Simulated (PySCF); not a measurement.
## Excitation energy of N²⁺ by level of theory

N²⁺ [He] 2s2 2p1 (2P) → N²⁺ [He] 2s1 2p1 3d1 (high-spin determinant), as a difference of total energies. All numbers are calculated (PySCF 2.14, the spin-free X2C one-electron Hamiltonian (Gaussian nucleus), in aug-cc-pVQZ-DK (6s5p4d3f2g, 80 functions)). Correlated levels: valence: 1s2 frozen. The calculations carry no spin-orbit coupling.

| method | excitation energy (cm⁻¹) |
| --- | --- |
| UHF | 315850 |
| MP2 (valence) | 327030 |
| SCS-MP2 (valence) | 330430 |
| CCSD (valence) | 330920 |
| CCSD(T) (valence) | 330710 |

The promoted electron is Rydberg-like, and one or two diffuse shells describe it only roughly, which tends to raise the upper state.

The coupled-cluster amplitudes are large for the upper state (T1 above 0.03 or a double amplitude above 0.15), so a single reference is strained.

The determinant of the upper state mixes LS terms, which raises its energy above the lowest term, most at the Hartree-Fock and MP2 levels.
